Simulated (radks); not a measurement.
Question: A nucleus of charge 64.25 with 64 electrons, 64 electrons, occupied as [Xe] 4f7 5d1 6s2. Calculated with a radial shooting solver on a logarithmic mesh with Libxc functionals: Dirac Kohn-Sham, PBE, spin-unpolarised, spherical densities, finite nucleus; open shells fill j = l - 1/2 first; Fermi nuclear charge, rms radius 5.1569 fm. Some entries of the table are withheld. Estimate them.

| orbital | occ. | eigenvalue (hartree) | <r^2> (bohr^2) |
|---|---|---|---|
| 1s1/2 | 2 | -1855.173 | (1) |
| 2s1/2 | 2 | (2) | 0.01012 |
| 2p1/2 | 2 | -291.2407 | 0.007343 |
| 2p3/2 | 4 | -265.2139 | 0.008576 |
| 3s1/2 | 2 | -68.14172 | 0.06745 |
| 3p1/2 | 2 | -61.46424 | 0.06281 |
| 3p3/2 | 4 | -56.11732 | 0.06986 |
| 3d3/2 | 4 | (3) | 0.05573 |
| 3d5/2 | 6 | (4) | 0.05770 |
| 4s1/2 | 2 | -13.82500 | 0.3411 |
| 4p1/2 | 2 | -11.21948 | 0.3586 |
| 4p3/2 | 4 | -10.02732 | 0.3971 |
| 4d3/2 | 4 | -5.73266 | 0.4543 |
| 4d5/2 | 6 | -5.51675 | 0.4694 |
| 5s1/2 | 2 | (5) | 1.964 |
| 5p1/2 | 2 | -1.21701 | 2.481 |
| 5p3/2 | 4 | -1.05147 | 2.811 |
| 4f5/2 | 6 | -0.45781 | 0.9226 |
| 4f7/2 | 1 | -0.42882 | 0.9520 |
| 6s1/2 | 2 | -0.20601 | 16.49 |
| 5d3/2 | 1 | -0.16834 | 8.217 |
| 5d5/2 | 0 | -0.15704 | 8.773 |

Answer: 
(1) 1s1/2 <r^2> (bohr^2): 0.0006490
(2) 2s1/2 eigenvalue (hartree): -306.6257
(3) 3d3/2 eigenvalue (hartree): -44.58657
(4) 3d5/2 eigenvalue (hartree): -43.42139
(5) 5s1/2 eigenvalue (hartree): -1.93862
